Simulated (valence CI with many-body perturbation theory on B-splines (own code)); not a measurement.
E1 transitions of Nb IX

Calculated by relativistic CI+MBPT: five valence electrons over a frozen Dirac-Fock core [Ar] 3d10, radial functions for each j: 9 s, 9 p, 8 d, 6 f, 3 g, 1 h, with the one-electron correlation potential Σ1, the two-electron term Σ2, the three-electron term Σ3, Breit, model QED; selected CI, second order for the rest, scaled by the run's own slope (own B-spline code, finite nucleus).

No measured levels were compared; by estimate levels hold to about 250 cm⁻¹ or 0.2 % of their energy and the worst to 1 %, as in measured heavy ions of charge 2 to 7; those with d or f electrons hold less well. Among the levels kept, up to 760 cm⁻¹ of a level comes from second order outside the variational space, and about a tenth of that is noise between levels of different J, which matters for small intervals.

Lines 51 to 100 of 178 in falling wavelength, among levels below 511350 cm⁻¹, chosen from the strongest by gf and those to the six lowest levels. Wavelengths and rates use the calculated energies, so an error of 600 cm⁻¹ moves a line at 451.4 Å by 0.27 % and its rate by three times that or more. Electric multipoles are in the length gauge, E1 and E2 with the static RPA response of the core. Weak lines are less certain than strong ones. Lines between different terms over intervals too small for the method are left out, as are lines whose strength nearly cancels. The highest levels of a list are the least certain.

Names give the largest LS component (configuration and term), which can be under half, so a name can repeat, a term be missing and a line seem to break the LS rules; names also repeat where a configuration has a term twice. Letters in brackets count levels of one name in rising energy.

| λ vac (Å) | Upper | Lower | A (s⁻¹) | log gf | Branch % |
| --- | --- | --- | --- | --- | --- |
| 451.4 | 4s4p⁴ ²D_3/2 | 4s²4p³ ²D°_5/2 | 1.83e+06 | -3.65 | 0.0 |
| 450.1 | 4p⁵ ²P°_3/2 | 4s4p⁴ ²D_3/2 | 1.17e+09 | -0.85 | 14.1 |
| 448.9 | 4s4p⁴ ⁴P_1/2 | 4s²4p³ ⁴S°_3/2 | 2.16e+09 | -0.89 | 95.6 |
| 443.6 | 4s4p⁴ ²D_5/2 | 4s²4p³ ²D°_5/2 | 3.01e+09 | -0.27 | 81.8 |
| 441.0 | 4s4p⁴ ²S_1/2 | 4s²4p³ ²P°_3/2 | 4.83e+07 | -2.55 | 0.4 |
| 437.2 | 4s4p⁴ ²D_3/2 | 4s²4p³ ²D°_3/2 | 4.18e+09 | -0.32 | 90.6 |
| 435.8 | 4s4p⁴ ²P_3/2 | 4s²4p³ ²P°_3/2 | 8.45e+08 | -1.02 | 6.2 |
| 430.0 | 4s4p⁴ ²D_5/2 | 4s²4p³ ²D°_3/2 | 4.66e+05 | -4.11 | 0.0 |
| 419.0 | 4s4p⁴ ²S_1/2 | 4s²4p³ ²P°_1/2 | 4.39e+09 | -0.64 | 37.0 |
| 414.3 | 4s4p⁴ ²P_3/2 | 4s²4p³ ²P°_1/2 | 6.91e+08 | -1.15 | 5.1 |
| 414.2 | 4p⁵ ²P°_1/2 | 4s4p⁴ ²D_3/2 | 3.43e+09 | -0.75 | 42.9 |
| 401.6 | 4s4p⁴ ²P_1/2 | 4s²4p³ ²P°_3/2 | 8.57e+09 | -0.38 | 78.1 |
| 394.1 | 4s4p⁴ ²D_3/2 | 4s²4p³ ⁴S°_3/2 | 1.31e+08 | -1.92 | 2.8 |
| 388.7 | 4p⁵ ²P°_3/2 | 4s4p⁴ ⁴P_3/2 | 8.68e+07 | -2.10 | 1.0 |
| 388.2 | 4s4p⁴ ²D_5/2 | 4s²4p³ ⁴S°_3/2 | 1.63e+07 | -2.66 | 0.4 |
| 384.5 | 4s4p⁴ ²P_3/2 | 4s²4p³ ²D°_5/2 | 1.07e+10 | -0.02 | 78.2 |
| 383.2 | 4s4p⁴ ²P_1/2 | 4s²4p³ ²P°_1/2 | 3.92e+06 | -3.76 | 0.0 |
| 383.0 | 4s²4p²4d ⁴F_3/2 | 4s²4p³ ²P°_3/2 | 4.29e+06 | -3.42 | 0.4 |
| 378.0 | 4s4p⁴ ²S_1/2 | 4s²4p³ ²D°_3/2 | 7.01e+09 | -0.52 | 59.0 |
| 375.7 | 4s²4p²4d ⁴F_5/2 | 4s²4p³ ²P°_3/2 | 2.03e+07 | -2.59 | 2.2 |
| 374.2 | 4s4p⁴ ²P_3/2 | 4s²4p³ ²D°_3/2 | 1.11e+09 | -1.03 | 8.2 |
| 373.7 | 4s4p³4d ⁶D°_3/2 | 4s4p⁴ ⁴P_1/2 | 2.21e+07 | -2.73 | 10.2 |
| 370.8 | 4p⁵ ²P°_3/2 | 4s4p⁴ ⁴P_5/2 | 2.81e+08 | -1.63 | 3.4 |
| 368.5 | 4s4p³4d ⁶D°_1/2 | 4s4p⁴ ⁴P_3/2 | 1.45e+08 | -2.23 | 73.6 |
| 368.0 | 4s4p³4d ⁶D°_3/2 | 4s4p⁴ ⁴P_3/2 | 3.93e+07 | -2.50 | 18.1 |
| 366.3 | 4s²4p²4d ⁴F_3/2 | 4s²4p³ ²P°_1/2 | 3.12e+07 | -2.60 | 2.7 |
| 363.3 | 4s²4p²4d ²F_5/2 [a] | 4s²4p³ ²P°_3/2 | 1.12e+06 | -3.88 | 0.2 |
| 361.6 | 4p⁵ ²P°_1/2 | 4s4p⁴ ⁴P_3/2 | 6.15e+07 | -2.62 | 0.8 |
| 358.3 | 4s²4p²4d ⁴D_1/2 | 4s²4p³ ²P°_3/2 | 6.52e+08 | -1.60 | 25.5 |
| 356.6 | 4s²4p²4d ⁴D_3/2 | 4s²4p³ ²P°_3/2 | 1.10e+08 | -2.08 | 3.1 |
| 352.0 | 4s4p³4d ⁶D°_3/2 | 4s4p⁴ ⁴P_5/2 | 1.26e+08 | -2.03 | 57.9 |
| 351.4 | 4s4p³4d ⁶D°_5/2 | 4s4p⁴ ⁴P_5/2 | 1.40e+08 | -1.81 | 82.2 |
| 350.5 | 4s4p³4d ⁶D°_7/2 | 4s4p⁴ ⁴P_5/2 | 5.07e+07 | -2.13 | 58.3 |
| 348.7 | 4s²4p²4d ⁴D_5/2 | 4s²4p³ ²P°_3/2 | 1.48e+07 | -2.79 | 0.5 |
| 348.6 | 4s4p⁴ ²P_1/2 | 4s²4p³ ²D°_3/2 | 2.38e+09 | -1.06 | 21.7 |
| 345.3 | 4s4p⁴ ²S_1/2 | 4s²4p³ ⁴S°_3/2 | 4.27e+08 | -1.82 | 3.6 |
| 343.6 | 4s²4p²4d ⁴D_1/2 | 4s²4p³ ²P°_1/2 | 1.56e+08 | -2.26 | 6.1 |
| 342.8 | 4s²4p²4d ⁴F_3/2 | 4s²4p³ ²D°_5/2 | 9.87e+07 | -2.16 | 8.6 |
| 342.1 | 4s4p⁴ ²P_3/2 | 4s²4p³ ⁴S°_3/2 | 3.20e+08 | -1.65 | 2.3 |
| 342.1 | 4s²4p²4d ⁴D_3/2 | 4s²4p³ ²P°_1/2 | 6.70e+07 | -2.33 | 1.9 |
| 336.9 | 4s²4p²4d ⁴F_5/2 | 4s²4p³ ²D°_5/2 | 1.18e+08 | -1.92 | 12.7 |
| 334.6 | 4s²4p²4d ⁴F_3/2 | 4s²4p³ ²D°_3/2 | 6.53e+08 | -1.36 | 57.2 |
| 329.0 | 4s²4p²4d ⁴F_5/2 | 4s²4p³ ²D°_3/2 | 1.26e+08 | -1.91 | 13.5 |
| 328.0 | 4s²4p²4d ⁴F_7/2 | 4s²4p³ ²D°_5/2 | 1.09e+08 | -1.85 | 100.0 |
| 327.4 | 4s²4p²4d ²P_3/2 [a] | 4s²4p³ ²P°_3/2 | 1.66e+09 | -0.97 | 2.9 |
| 326.9 | 4s²4p²4d ²F_5/2 [a] | 4s²4p³ ²D°_5/2 | 1.12e+07 | -2.97 | 2.0 |
| 321.5 | 4s²4p²4d ⁴D_3/2 | 4s²4p³ ²D°_5/2 | 1.87e+09 | -0.94 | 52.6 |
| 321.5 | 4s²4p²4d ²F_7/2 [a] | 4s²4p³ ²D°_5/2 | 1.05e+08 | -1.89 | 100.0 |
| 320.7 | 4s4p⁴ ²P_1/2 | 4s²4p³ ⁴S°_3/2 | 2.02e+07 | -3.21 | 0.2 |
| 319.5 | 4s²4p²4d ²F_5/2 [a] | 4s²4p³ ²D°_3/2 | 9.92e+06 | -3.04 | 1.8 |

Problem. How does gf follow from A for the line at 448.9 Å?

Solution. gf = 1.4992 × (2J+1)_upper × A / σ², with σ = 222758 cm⁻¹ and 2J+1 = 2: gf = 0.130.
